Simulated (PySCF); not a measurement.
3,6-dihydro-2H-pyran (C₅H₈O), SMILES C1C=CCOC1. Geometry: B3LYP-D3(BJ)/def2-SVP. The values are those of a single conformer.

Level of theory: B3LYP-D3(BJ)/def2-SVP (PySCF 2.14.0).

Harmonic wavenumbers (cm⁻¹): 179, 304, 393, 491, 537, 658, 781, 861, 907, 932, 987, 1001, 1030, 1049, 1090, 1132, 1211, 1222, 1255, 1310, 1350, 1369, 1408, 1415, 1441, 1461, 1481, 1732, 2925, 2967, 3017, 3059, 3060, 3100, 3153, 3174. Rotational constants (GHz): 5.073, 4.848, 2.700; symmetry number 1.

**Question.** Work out the zero-point energy and the ideal-gas rigid-rotor harmonic-oscillator thermochemistry at 298.15 K and 1 atm.

**Answer.** ZPE = ½ Σ hcν = ½ × 53439 cm⁻¹ = 319.64 kJ/mol. H − E(el) = 335.93 kJ/mol. Entropy in J/(mol K): translation 164.02, rotation 108.72, vibration 32.30, total 305.04. G − E(el) = 244.98 kJ/mol. Cp = 91.76 J/(mol K).
